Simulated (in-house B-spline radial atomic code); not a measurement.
The numbers below are computed, except where a source is named.
**Ti in an electron gas of r_s = 3.6: phase shifts, screening and friction**

A nucleus sits in a uniform electron gas with a rigid positive background. The Kohn-Sham equations are solved self-consistently in the spin-unpolarised LDA (PW92), non-relativistic, on B-splines with outgoing waves at the boundary and partial waves to l = 8. The model has no lattice, no bands and no magnetic solution. Atomic units; δ_l are the phase shifts at the Fermi level, counted so that each bound state adds π, and good to about 0.0005. A narrow, partly filled d or f resonance in a thin gas would split by spin, so such rows rest on a solution that is probably unstable.

The density parameter is r_s = 3.6 bohr.

```json
{"l": "0", "δ_l (rad)": "9.7087"}
{"l": "1", "δ_l (rad)": "6.4734"}
{"l": "2", "δ_l (rad)": "1.1298"}
{"l": "3", "δ_l (rad)": "-0.0296"}
{"l": "4", "δ_l (rad)": "-0.0021"}
{"l": "5", "δ_l (rad)": "-0.0001"}
{"l": "6", "δ_l (rad)": "-0.0003"}
{"l": "7", "δ_l (rad)": "-0.0002"}
{"l": "8", "δ_l (rad)": "-0.0003"}
```

Bound levels below the band bottom (hartree): s -176.9, s -19.08, p -15.91, s -1.9, p -1.069.

(1) Check the Friedel sum rule, and say where the screening charge sits.

(2) Find the transport cross section and the electronic stopping of a 10 keV Ti ion (mass 47.87 u).

Results:

(1) k_F = (9π/4)^(1/3)/r_s = 0.53310. The rule is Z = (2/π) Σ (2l + 1) δ_l. The terms are s 6.181, p 12.363, d 3.596, f -0.132 and -0.020 beyond, in all 21.988 against Z = 22. Bound states hold 6 s, 12 p, 0 d electrons, so the scattering states carry 3.99 in all.

(2) σ_tr = (4π/k_F²) Σ (l + 1) sin²(δ_l − δ_(l+1)). The terms for l = 0 to 3 are 0.0088, 1.3035, 2.5203, 0.0030, all together 3.8356, so σ_tr = 44.217 × 3.8356 = 169.599 bohr². With n = 3/(4π r_s³) = 0.005117, the friction coefficient is Q = n k_F σ_tr = 0.4626. For v well below v_F = 0.533, dE/dx = Q v; with 24801 eV per u at v = 1, v = √(10000/(24801 × 47.87)) = 0.0918, so dE/dx = 0.04246 hartree/bohr = 21.8 eV/nm. The largest term couples the d and f waves.
